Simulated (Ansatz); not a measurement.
A nudged elastic band was laid between two geometries of C2H9NOSi2 (15 atoms, charge 0, multiplicity 1).

Computed with RKS revPBE-D4/6-31G in Ansatz 0.2.0.

```
movable images  : 7
climbing image  : yes
spring          : 5.0 eV/Å²
optimiser       : quadratic models (default)
start path      : through a guess of the saddle point
force threshold : 0.05 eV/Å
iteration limit : 49
end points      : relaxed
```

First end point:

```xyz
15
Properties=species:S:1:pos:R:3
C -0.072 -2.284 -0.358
Si 0.213 -0.790 0.819
Si 1.675 0.949 0.278
C -0.290 1.001 0.138
N -0.827 1.016 -1.178
O -0.818 1.957 1.146
H -0.019 -1.911 -1.394
H 0.703 -3.054 -0.214
H -1.062 -2.740 -0.188
H -0.121 -1.023 2.278
H 2.303 1.804 1.350
H 2.424 0.944 -1.035
H -1.742 0.586 -1.324
H -0.679 1.864 -1.727
H -1.711 1.631 1.439
```

Last end point:

```xyz
15
Properties=species:S:1:pos:R:3
C -0.020 -2.281 -0.376
Si 0.281 -0.790 0.800
Si 1.657 0.997 0.195
C -0.313 0.989 0.162
N -0.924 0.999 -1.122
O -0.811 1.922 1.207
H 0.773 -3.040 -0.264
H -0.995 -2.755 -0.172
H -0.012 -1.903 -1.411
H 0.032 -1.046 2.272
H 2.313 1.867 1.237
H 2.334 1.025 -1.156
H -1.832 0.543 -1.220
H -0.831 1.856 -1.671
H -1.675 1.566 1.548
```

**Question.** What changes between the two ends?

**Answer.** No bond is made or broken. The dihedral H8–C1–Si2–Si3 goes from 84 to -153°. The two ends are copies of one structure, up to a mirror image or an exchange of like atoms.

**Question.** What energy profile does the band end with?

**Answer.** It converged. The highest image is number 4 of 0 to 8, 0.039 eV above the ends, which have the same energy within 2 meV. A vibrational analysis at the climbing image gives one clearly imaginary mode, 125i cm⁻¹: a first-order saddle point. Limits of this set-up: no polarisation functions.

```tsv
image	path coordinate (Å)	energy (eV)	dihedral H8–C1–Si2–Si3 (°)
0	0.00	0.000	84
1	0.47	0.005	99
2	0.94	0.018	115
3	1.41	0.032	130
4	1.88	0.039	146
5	2.33	0.033	162
6	2.78	0.019	177
7	3.23	0.005	-168
8	3.68	0.000	-153
```

**Question.** What is the geometry of the highest image?

**Answer.** 
```xyz
15
Properties=species:S:1:pos:R:3
C 0.017 -2.298 -0.381
Si 0.284 -0.785 0.786
Si 1.646 1.016 0.191
C -0.322 0.990 0.150
N -0.957 1.019 -1.118
O -0.804 1.909 1.222
H 0.874 -2.416 -1.062
H -0.098 -3.222 0.210
H -0.890 -2.146 -0.989
H 0.006 -1.035 2.253
H 2.295 1.911 1.216
H 2.326 1.016 -1.160
H -1.867 0.565 -1.206
H -0.874 1.882 -1.658
H -1.659 1.542 1.576
```

**Question.** What are the harmonic wavenumbers there?

**Answer.** 125i, 103, 116, 204, 216, 296, 316, 347, 386, 416, 455, 523, 546, 570, 588, 608, 615, 657, 715, 835, 847, 873, 893, 1152, 1206, 1254, 1307, 1464, 1478, 1662, 2112, 2115, 2165, 3000, 3096, 3109, 3406, 3428, 3547 cm⁻¹.

Run time: 7.8 min on 1 thread of Intel(R) Xeon(R) 6975P-C (Granite Rapids), with other jobs on the host, peak memory 0.16 GiB.
